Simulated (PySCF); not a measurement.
Stepwise substitution at one centre (In Cl-H). Isolated molecules, 0 K electronic values unless said otherwise. Strings in code marks are SMILES.

The dipole moment from two functionals at the same geometries (B3LYP-D3(BJ)/def2-TZVP), both in PySCF: PBE-D3(BJ)/def2-TZVP and TPSSh-D3(BJ)/def2-TZVP. 

| species | TPSSh-D3(BJ)/def2-TZVP (D) |
|---|---|
| 1 of 3 Cl replaced by H (`[Cl][InH][Cl]`) | 2.57 |
| 2 of 3 Cl replaced by H (`[Cl][InH2]`) | 2.91 |
| 3 of 3 Cl replaced by H (`[InH3]`) | 0.00 |

Problem. What does PBE-D3(BJ)/def2-TZVP give for each?

Solution. 
- 1 of 3 Cl replaced by H (`[Cl][InH][Cl]`): 2.50
- 2 of 3 Cl replaced by H (`[Cl][InH2]`): 2.79
- 3 of 3 Cl replaced by H (`[InH3]`): 0.00
Over these rows, drawn at random from the members with no instability flagged (it was tested for open shells, ions and some series alone), PBE minus TPSSh-D3(BJ): mean -0.07 D, from -0.12 D to 0.00 D.
